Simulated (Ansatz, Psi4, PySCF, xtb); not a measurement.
Dimer: HBr (SMILES Br) (first 2 atoms) with H4OSi (SMILES O[SiH3]); geometry from B3LYP-D3(BJ)/def2-TZVP, rigid monomers moved along the line of their centres of mass till Br1···H5 is 2.53 Å.
(charge 0, multiplicity 1):
| atom | x (Å) | y (Å) | z (Å) |
|---|---|---|---|
| Br | -0.4673 | -1.3769 | -0.0963 |
| H | 0.4134 | -0.3081 | 0.2541 |
| O | -1.0748 | -0.2226 | 2.9340 |
| Si | 0.5250 | 0.1138 | 3.1349 |
| H | -1.3219 | -0.8106 | 2.2128 |
| H | 1.3087 | -1.0789 | 3.5365 |
| H | 0.6068 | 1.1528 | 4.1790 |
| H | 1.1272 | 0.6335 | 1.8745 |

Interaction energies are E(AB) − E(A) − E(B) at the monomers' geometry in the complex; basis-set methods are counterpoise corrected.

Frozen-core correlation. Filled d and f shells under p-block atoms count as core. Rows in 6-31G* carry no dispersion term and start afresh at each structure (6-31G* with six Cartesian d functions); the Pople sets are all-electron and without relativity.

Run with Ansatz (an electronic-structure program); Psi4 for SAPT; PySCF for 6-31G* rows, the dispersion terms; xtb for the GFN methods. Values without a source in brackets are computed.

```tsv
level	interaction energy (meV)
GFN-FF	-7.7
GFN1-xTB	-111.4
PBE-D4/def2-TZVPPD	-117.3
r2SCAN-D4/def2-TZVPPD	-92.3
B3LYP/6-31G*	41.6
B3LYP-D3(BJ)/def2-TZVPPD	-99.5
PBE0-D4/def2-TZVPPD	-95.7
wB97X-V/def2-TZVPPD	?
SAPT0/aug-cc-pVDZ	?
```

Question: Fill in the missing entries.

Answer: 
- wB97X-V/def2-TZVPPD, interaction energy (meV): -63.9
- SAPT0/aug-cc-pVDZ, interaction energy (meV): -44.0
